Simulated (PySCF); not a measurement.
## Property card for `COC(F)=C(C)C`

C₅H₉FO.
Bonds: C1–O2, O2–C3, C3–F4, C3–C5 (double), C5–C6, C5–C7. Hydrogens: H8, H9, H10 on C1; H11, H12, H13 on C6; H14, H15, H16 on C7.

Among its groups: C=C double bond, ether and C–F bond.

**GFN2-xTB geometry**

```
Point group of the GFN2-xTB geometry                  : C1
Rotational constants A, B, C of the GFN2-xTB geometry : 4.294, 1.943, 1.400 GHz
```

From PBE0/def2-SVPD ground state and vertical TDDFT (core frozen in the response) (PySCF):

```
Dipole moment                                                     : 1.03 D
HOMO energy                                                       : -6.29 eV
LUMO energy                                                       : 0.59 eV
HOMO–LUMO gap                                                     : 6.88 eV
Lowest singlet excitation                                         : 5.76 eV (215 nm, f = 0.006)
Strongest line among the 6 lowest singlet transitions             : S4 at 7.01 eV (177 nm, f = 0.266)
Lowest triplet excitation (Tamm–Dancoff)                          : 4.37 eV
Static isotropic polarisability                                   : 69.2 au
Electronic spatial extent ⟨r²⟩ about the centre of nuclear charge : 879 bohr²
```

PBE0/pcSseg-1 ground state and GIAO shieldings, non-relativistic (PySCF):

```
Lowest Hirshfeld atomic charge                              : -0.12 e on C6/C7
Highest Hirshfeld atomic charge                             : +0.13 e on C3
13C chemical shifts (computed TMS as zero) by class         : 164.0 (C3), 91.7 (C5), 56.5 (C1), 17.8 (C7), 17.2 (C6) ppm
1H chemical shifts (computed TMS as zero) by class          : 3.85 (H8/H9/H10), 1.72 (H11/H12/H13), 1.68 (H14/H15/H16) ppm
Isotropic shieldings of nuclei other than C and H, by class : 245 (O2), 287 (F4) ppm
Mayer bond orders between heavy atoms                       : C1–O2 0.88, O2–C3 1.04, C3–F4 0.92, C3–C5 1.75, C5–C6 1.07, C5–C7 1.06
```

Monoisotopic mass from the formula: 104.0637 u.

The vertical singlet–triplet gap S1 − T1 is 1.39 eV (TDDFT singlet less Tamm–Dancoff triplet; S1: HOMO→LUMO, weight 0.95; T1: HOMO→LUMO+1, weight 0.46, beside HOMO→LUMO+2, weight 0.38). The 6 singlets span 5.76 to 7.60 eV, and their oscillator strengths add up to 0.58. The dipole equals about 3.4 × 10⁻³⁰ C·m (1 D = 3.33564 × 10⁻³⁰ C·m). S1 lies 1.12 eV below the HOMO–LUMO gap; its leading configuration is HOMO→LUMO, weight 0.95. The polarisability is 10.25 Å³ as a volume (1 au = 0.148185 Å³), or 1.24 au for each of the 56 electrons. The principal polarisabilities are 52.6, 64.7 and 90.3 au; their mean is the isotropic value.

One conformer (not necessarily the lowest) at the GFN2-xTB geometry, without solvent or vibrations. NMR classes are plain means over equivalent atoms (diastereotopic ones count apart unless rotation or inversion swaps them), as if these changed places fast; in this geometry the members of some classes differ.

Conformer computed: `[CH3:1][O:2][C:3]([F:4])=[C:5]([CH3:6])[CH3:7]`: C1–O2–C3–F4 38°.
